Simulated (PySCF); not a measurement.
# `CO[Si@H](C[SiH3])[SiH2][SiH3]`: 4 charge schemes on one density

Species: C2H14OSi4.
Structure used (GFN2-xTB), in Å, numbered top down from 1:
```
atom  x, y, z in Å
C1    -0.495   -2.587   -0.305
O2     0.266   -1.502    0.126
Si3   -0.083   -0.429    1.308
C4    -1.778    0.407    1.010
Si5   -1.980    1.188   -0.708
Si6    1.719    0.959    0.997
Si7    2.642    0.942   -1.129
H8    -0.547   -3.354    0.472
H9    -0.018   -3.006   -1.192
H10   -1.511   -2.274   -0.557
H11   -0.245   -1.165    2.583
H12   -1.927    1.178    1.765
H13   -2.581   -0.317    1.162
H14   -1.829    0.174   -1.756
H15   -3.324    1.767   -0.827
H16   -0.975    2.238   -0.897
H17    2.755    0.674    2.009
H18    1.307    2.327    1.370
H19    1.628    0.704   -2.161
H20    3.307    2.195   -1.508
H21    3.660   -0.102   -1.298
```

Density: PBE0/pcSseg-1 (PySCF); schemes: Mulliken, IAO, Hirshfeld and ESP-fitted. The structure is a single GFN2-xTB conformer in the gas phase; no vibrational or solvent corrections.

Q: Atoms with like bonding are taken together and averaged. At which atom do the 4 schemes differ most?

A: At C4: from -0.873 (Mulliken) to -0.253 e (Hirshfeld), 0.620 e apart.

Q: Which atoms carry the lowest charge in the Mulliken, IAO, Hirshfeld and ESP-fitted schemes?

A: All schemes agree: Mulliken C4 (-0.873); IAO C4 (-0.840); Hirshfeld C4 (-0.253); ESP-fitted C4 (-0.498).

Q: What partial charge does each atom carry?

A: In e; atoms taken as equivalent share a row and are averaged (×n: the atom named and its like, n in all):

```tsv
atom	environment	Mulliken	IAO	Hirshfeld	ESP-fitted
C1	methoxy carbon	-0.007	-0.194	-0.033	-0.280
O2	silyl ether oxygen	-0.655	-0.644	-0.223	-0.284
Si3	oxygen-bound silicon	+0.792	+0.880	+0.332	+0.509
C4	sp3 carbon bound to silicon	-0.873	-0.840	-0.253	-0.498
Si5	SiH3 silicon	+0.475	+0.600	+0.307	+0.411
Si6	SiH2 silicon	-0.110	+0.107	+0.139	-0.007
Si7	SiH3 silicon	+0.238	+0.313	+0.218	+0.282
H8/H9/H10	methyl hydrogen	+0.106	+0.137	+0.043	+0.131
H11	Si–H hydrogen	-0.079	-0.141	-0.088	-0.130
H12	methylene hydrogen	+0.175	+0.167	+0.044	+0.138
H13	methylene hydrogen	+0.172	+0.161	+0.042	+0.141
H14/H15/H16	Si–H hydrogen	-0.076	-0.120	-0.078	-0.104
H17	Si–H hydrogen	-0.018	-0.079	-0.076	-0.050
H18	Si–H hydrogen	-0.028	-0.091	-0.082	-0.055
H19/H20/H21	Si–H hydrogen	-0.058	-0.096	-0.074	-0.086
```

Mean size of the charges over all atoms: IAO 0.251 e, Mulliken 0.207 e, ESP-fitted 0.178 e, Hirshfeld 0.115 e. Each set sums to the total charge, 0, to within 0.001 e. The ESP scheme is a least-squares fit of atom-centred charges to the potential on four shells outside the van der Waals surface, with the total charge fixed. The Hirshfeld scheme weights the molecular density at each point by an atom's share of the summed free-atom densities.

Some averages cover members that differ in this geometry: H8/H9/H10, IAO +0.124 to +0.155; H8/H9/H10, Mulliken +0.095 to +0.122 e.

Q: How many electrons does the Hirshfeld scheme count on Si3?

A: Z − q = 14 − (+0.332) = 13.668.

Q: How closely do the schemes follow one another over all atoms?

A: Correlation coefficient and root-mean-square difference: Mulliken with IAO 0.97, 0.081 e; IAO with ESP-fitted 0.97, 0.146 e; IAO with Hirshfeld 0.95, 0.219 e; Hirshfeld with ESP-fitted 0.93, 0.107 e; Mulliken with ESP-fitted 0.92, 0.149 e; Mulliken with Hirshfeld 0.88, 0.210 e.

The run behind these numbers computed NMR shieldings as well. On one thread of an Arm Neoverse V1, on a shared host, this took 49 s of wall time and 1.0 GiB of memory at its peak.
